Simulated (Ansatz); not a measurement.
Relaxation of ClF3H4OPTa (11 atoms, charge 0, multiplicity 1), to a largest force component of 0.03 eV/Å in at most 50 steps.

Method: RKS LDA/def2-SVP (Ansatz 0.2.0).

```xyz
11
Properties=species:S:1:pos:R:3:forces:R:3
Ta -0.401 0.390 -0.451 0.55 0.04 -0.01
O 2.757 -0.095 -0.199 -0.36 0.56 0.24
H 2.579 -0.680 0.567 0.02 0.04 -0.06
F 0.078 0.790 1.327 -0.01 0.00 -0.01
Cl -1.221 -0.301 -2.503 0.00 0.00 0.01
F -2.012 1.239 -0.114 0.01 0.01 0.00
F 0.149 -1.360 -0.116 0.01 0.00 0.00
P 1.239 2.087 -1.319 -0.13 -0.07 0.01
H 1.604 1.255 -2.435 0.00 0.01 -0.01
H 0.221 2.812 -2.050 0.00 -0.01 0.00
H 2.938 0.795 0.203 -0.08 -0.57 -0.18
```

Question: Where does it end, and by what steps?

Answer: The run converged. After 22 steps the energy has fallen by 0.839 eV; H9 moved furthest, 1.29 Å. Joined: Ta1–O2 (3.20 → 2.21 Å).

```
step  energy less start (eV)  largest force component (eV/Å)  accepted
   0                  0.0000                           0.565       yes
   1                 -0.0995                           1.355       yes
   2                 -0.2771                           1.568       yes
   3                 -0.5448                           0.932       yes
   4                 -0.5573                           1.319       yes
   5                 -0.5755                           0.591       yes
   6                 -0.6672                           0.287       yes
   7                 -0.6832                           0.167       yes
   8                 -0.6936                           0.133       yes
   9                 -0.7155                           0.314       yes
  10                 -0.7174                           0.613       yes
  11                 -0.7429                           0.273       yes
  12                 -0.7656                           0.174       yes
  13                 -0.7814                           0.519       yes
  14                 -0.7919                           0.549       yes
  15                 -0.8155                           0.282       yes
  16                 -0.8247                           0.176       yes
  17                 -0.8272                           0.255       yes
  18                 -0.8365                           0.090       yes
  19                 -0.8379                           0.047       yes
  20                 -0.8387                           0.042       yes
  21                 -0.8390                           0.037       yes
  22                 -0.8392                           0.028       yes
```

```xyz
11
Properties=species:S:1:pos:R:3
Ta -0.100 0.277 -0.429
O 2.017 -0.272 -0.111
H 2.302 -0.900 0.585
F 0.119 1.402 1.065
Cl -0.088 -0.861 -2.448
F -1.841 0.875 -0.656
F -0.016 -1.275 0.648
P 1.404 2.044 -1.568
H 0.708 2.103 -2.824
H 0.720 3.157 -0.966
H 2.705 0.382 -0.386
```

Time of the run: 63 s on 4 threads of Intel(R) Xeon(R) Platinum 8259CL CPU @ 2.50GHz (Skylake/Cascade Lake), with other jobs on the host, peak memory 0.25 GiB.
